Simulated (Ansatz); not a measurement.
A CCSD(T) single point on C$_{9}$H$_{8}$O$_{3}$W, SMILES `C[C@@]12[C@H]3[C@H]4[C@H]5[C@@H]1[WH-3]4532([C]#[O+])([C]#[O+])[C]#[O+]`.

```yaml
crystal:
  periodic: [false, false, false]
  atoms:
    - {symbol: C, position_ang: [-0.669474, -0.834416, 2.388786]}
    - {symbol: C, position_ang: [-0.945380, -0.227809, 1.054952]}
    - {symbol: C, position_ang: [-1.308116, -0.922032, -0.130491]}
    - {symbol: C, position_ang: [-1.586684, 0.034197, -1.152204]}
    - {symbol: C, position_ang: [-1.380975, 1.323369, -0.599174]}
    - {symbol: C, position_ang: [-0.985609, 1.158271, 0.753025]}
    - {symbol: W, position_ang: [0.681322, 0.196368, -0.641587]}
    - {symbol: C, position_ang: [1.367038, -1.146647, -1.939608]}
    - {symbol: O, position_ang: [1.761404, -1.922436, -2.686651]}
    - {symbol: C, position_ang: [2.183679, -0.575729, 0.395982]}
    - {symbol: O, position_ang: [3.019830, -1.018214, 1.044547]}
    - {symbol: C, position_ang: [1.543091, 1.382181, -1.977463]}
    - {symbol: O, position_ang: [2.009487, 2.098163, -2.741865]}
    - {symbol: H, position_ang: [-1.597462, -0.918910, 2.961837]}
    - {symbol: H, position_ang: [-0.245570, -1.834304, 2.290349]}
    - {symbol: H, position_ang: [0.026604, -0.224833, 2.965892]}
    - {symbol: H, position_ang: [-1.397170, -1.994376, -0.222430]}
    - {symbol: H, position_ang: [-1.923406, -0.182586, -2.154140]}
    - {symbol: H, position_ang: [-1.515342, 2.265411, -1.108567]}
    - {symbol: H, position_ang: [-0.755306, 1.954373, 1.445580]}
    - {symbol: H, position_ang: [1.718057, 1.389958, 0.053228]}
basis:
  gaussian: {orbitals: def2-SVP}
correlation: {method: ccsd_t}
```

```sh
$ ansatz run in.yaml --threads 5 --pin off --events-out ev --progress --plain --backend cuda
```

The program prints (abridged):

```
Functional definition: HF
2422 factors; integrals over basis functions are off by at most 1.4e-3 eV
mean field evaluation 1: about -17299.5101 eV, gradient 5.4e1 eV
mean field evaluation 2: about -17300.0077 eV, gradient 5.4e1 eV
mean field evaluation 4: about -17307.0755 eV, gradient 1.1e1 eV
mean field evaluation 8: about -17307.4520 eV, gradient 6.0e-1 eV
mean field evaluation 16: about -17307.4547 eV, gradient 2.2e-6 eV
mean field -17307.45469683 eV, -636.0372286944 hartree, gradient 2.2e-6 eV, S^2 0.000000; 0 other end points of the search recorded, 0 dependent functions left out
12 core orbitals not correlated: weight in the atoms' cores, before any rotation towards them, 1.000 or more for the frozen orbitals, at most 0.000 for the correlated occupied ones
reference -17307.45469683 eV, -636.0372286944 hartree; 38, 38 occupied and 190, 190 virtual orbitals, 2422 factors
second order -58.61006956 eV of doubles, -0.00000000 eV of singles
cycle   1  -54.83567937 eV  change     3.8e0 eV  update   2.8e-1
cycle   2  -57.28268378 eV  change    -2.4e0 eV  update   1.1e-1
cycle   3  -57.77501410 eV  change   -4.9e-1 eV  update   3.8e-2
cycle   4  -57.76282666 eV  change    1.2e-2 eV  update   1.3e-2
cycle   5  -57.74366792 eV  change    1.9e-2 eV  update   4.2e-3
cycle   6  -57.74666307 eV  change   -3.0e-3 eV  update   1.8e-3
cycle   7  -57.74477792 eV  change    1.9e-3 eV  update   6.1e-4
cycle   8  -57.74411798 eV  change    6.6e-4 eV  update   2.9e-4
cycle   9  -57.74432357 eV  change   -2.1e-4 eV  update   1.1e-4
cycle  10  -57.74443724 eV  change   -1.1e-4 eV  update   5.1e-5
cycle  11  -57.74432418 eV  change    1.1e-4 eV  update   2.8e-5
cycle  12  -57.74437732 eV  change   -5.3e-5 eV  update   1.3e-5
perturbative correction -2.86652607 eV, -0.1053428902 hartree
Total energy: -17368.06560023 eV, -638.2646383107 hartree
```

Run time 12 s (5 threads of an AMD EPYC 7R13 on a shared host and a share of an NVIDIA H100 80 GB); peak host memory 0.86 GiB.

Correlation energy per correlated electron: -0.798 eV. T1 diagnostic: 0.0178.
